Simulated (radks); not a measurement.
The numbers below are computed, except where a source is named.
Numerical settings for the technetium ion Tc14+, [Ar] 3d10 4s1. Code: a radial shooting solver on a logarithmic mesh with Libxc functionals. Model: Dirac Kohn-Sham, LDA (Slater exchange, Perdew-Wang correlation), spin-unpolarised, spherical densities, finite nucleus; Fermi nuclear charge, rms radius 4.4112 fm. The defaults (mesh step 0.008 in ln r, mesh end at 40 bohr or more with all orbitals vanishing there, Anderson mixing 0.5 over 9 steps, residual threshold near 1e-9 with the energy settled to 1e-9 hartree or 1e-11 of itself, here a cap of 93 iterations) give E = -4213.3944 hartree and 4s1/2 at -328.67 eV in 14 iterations. Run on one thread of a shared host, so times are rough (Arm Neoverse V2): 0.07 s of CPU time, 0.07 s wall, 14 iterations on 2189 mesh points. Changes against that run (0 stands for a change within the tolerance of the run):

| setting | iterations | converged | E (mhartree) | e(4s1/2) (meV) | CPU (s) |
|---|---|---|---|---|---|
| mesh step in ln r 0.005 | 14 | yes | 0 | 0 | 0.11 |
| mesh step in ln r 0.02 | 14 | yes | 0 | 0 | 0.03 |
| mesh step in ln r 0.2 | 14 | no | diverged | - | 0.03 |
| mesh end (bohr) 5 | 14 | yes | 0 | 0 | 0.07 |
| mesh end (bohr) 20 | 14 | yes | 0 | 0 | 0.07 |
| residual threshold 0.01 | 9 | yes | 0 | -0.0237 | 0.06 |
| residual threshold 0.1 | 9 | yes | 0 | -0.0237 | 0.06 |
| mixing 1 | 12 | yes | 0 | 0 | 0.06 |
| linear mixing, mixing 0.05 | 93 | no | +0.0761 | -831 | 0.42 |
| linear mixing, mixing 0.8 | 17 | yes | 0 | 0 | 0.08 |
| mixing history 3 | 16 | yes | 0 | 0 | 0.08 |
| iteration cap 8 | 8 | no | 0 | -0.0237 | 0.05 |

No run marked as converged misses the energy by more than 1 mhartree. A mesh that ends early acts as a hard wall.
